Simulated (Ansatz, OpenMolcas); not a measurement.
## Errors in the atomisation enthalpy at 298 K

10 molecules; the atomisation enthalpy at 298 K in kJ/mol, computed less measured. Shapes, held fixed at every level: PBE0-D4/def2-TZVP. Flexible molecules stand in one conformer, not always the lowest. Thermal terms are harmonic and unscaled (PBE0-D4/def2-TZVP); the spin-orbit lowering of the free atoms is taken from their spectra. Programs: Ansatz 0.2.0, OpenMolcas 26.06. Measured values: Active Thermochemical Tables, CRC Handbook of Chemistry and Physics, NIST-JANAF tables.

Levels: A = HF/STO-3G; B = B3LYP/6-31G* (Cartesian functions); C = wB97M-V/def2-TZVPP; D = wB97X-V/def2-TZVPP.

```
                            molecule  from tabulated heats      A     B    C    D
                      H2S (SMILES S)                   733   -167   -32   +7   +3
        BClF2 (chlorodifluoroborane)                  1736   -372    -5  +12   -2
           C2HO (ethynyloxy radical)                  1723   -654    -3  +10   +1
              SO3 (SMILES O=S(=O)=O)                  1420  -2255  -215  -13  -14
CBr2ClF (dibromochlorofluoromethane)                  1329   -486   -76  -13  -11
        C2H2F2 (vinylidene fluoride)                  2361   -613   +17  +26  +18
                C2H3N (acetonitrile)                  2486   -598   -16   +6   -2
      C2H3F3 (1,1,1-trifluoroethane)                  3070   -741   +11  +18  +15
                C2H5Br (SMILES CCBr)                  2699   -156   -19   -3   -4
           C3H8O2 (dimethoxymethane)                  4742   -741   -19  +10   +5
```

Problem. Which level does best on this set, which worst, and which err to one side?

Solution. 
| level | kind | mean error | mean absolute error | worst case |
| --- | --- | --- | --- | --- |
| HF/STO-3G | Hartree–Fock | -678.3 | 678.3 | SO3 |
| B3LYP/6-31G* (Cartesian functions) | global hybrid | -35.7 | 41.3 | SO3 |
| wB97M-V/def2-TZVPP | range-separated hybrid | +6.0 | 11.8 | C2H2F2 |
| wB97X-V/def2-TZVPP | range-separated hybrid | +0.9 | 7.5 | C2H2F2 |

On this set wB97X-V/def2-TZVPP has the smallest mean absolute error and HF/STO-3G the largest. HF/STO-3G is too low in 10 of 10; B3LYP/6-31G* (Cartesian functions) is too low in 8 of 10; wB97M-V/def2-TZVPP is too high in 7 of 10. The heats of C2H3F3 come from older tables and can be uncertain by 10 kJ/mol or more. The molecules' own spin-orbit binding is left out, so errors for heavy halides read too negative. The tabulated values of BClF2, C2H2F2 are in doubt (older tables, estimates, or at odds with other calculations) and kept here. Over the 8 molecules whose values aren't doubted the mean absolute errors are A 724.8; B 48.9; C 10.0; D 6.9. Where a negative error exceeds the measured value, the molecule comes out unbound. Hartree–Fock lacks correlation and underbinds. Rows in very small basis sets show the basis more than the method. Spin contamination: C2HO (⟨S²⟩ up to 1.18). Open shells run unrestricted. Relativity is left out for Br. The set is small.
